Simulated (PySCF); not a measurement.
How methods differ on the ionisation energy of Tc²⁸⁺

Tc²⁸⁺ [Ne] 3s2 3p3 [3p1/2^2 3p3/2^1, M_J = 3/2] → Tc²⁹⁺ [Ne] 3s2 3p2 [3p1/2^2, M_J = 0], as a difference of total energies. All numbers are calculated (PySCF 2.14, the two-component X2C-1e Hamiltonian, in an even-tempered Gaussian basis (19 s from 4.3 bohr⁻², ratio 2.4; 13 p from 5.6 bohr⁻², ratio 2.4; 5 d from 22 bohr⁻², ratio 2.6; 4 f from 32 bohr⁻², ratio 2.6)). Correlated levels: 1s2 frozen; the 50 highest virtual spinors dropped. "Screened" scales the spin-orbit matrix elements by Boettger's factors to mimic the two-electron term; Breit and QED terms are absent.

```json
{"method": "GHF (spin-free)", "ionisation energy (eV)": "1561.3"}
{"method": "GMP2 (spin-free)", "ionisation energy (eV)": "1561.6"}
{"method": "GHF (screened spin-orbit)", "ionisation energy (eV)": "1546.0"}
{"method": "GMP2 (screened spin-orbit)", "ionisation energy (eV)": "1546.1"}
```

Breit and QED terms and the two-electron picture change are absent.

The spin-free rows relax to the high-spin LS determinant and lack the spin-orbit shift.

The labels give the starting determinants; with spin-orbit coupling the two ends relaxed to ⟨J²⟩ = 3.76, ⟨L²⟩ = 1.56, ⟨S²⟩ = 2.12 and ⟨J²⟩ = 0.00, ⟨L²⟩ = 1.34, ⟨S²⟩ = 1.34.

For comparison: 1559 ± 6 eV (semi-empirical (NIST evaluation); NIST Atomic Spectra Database, ionization energies).
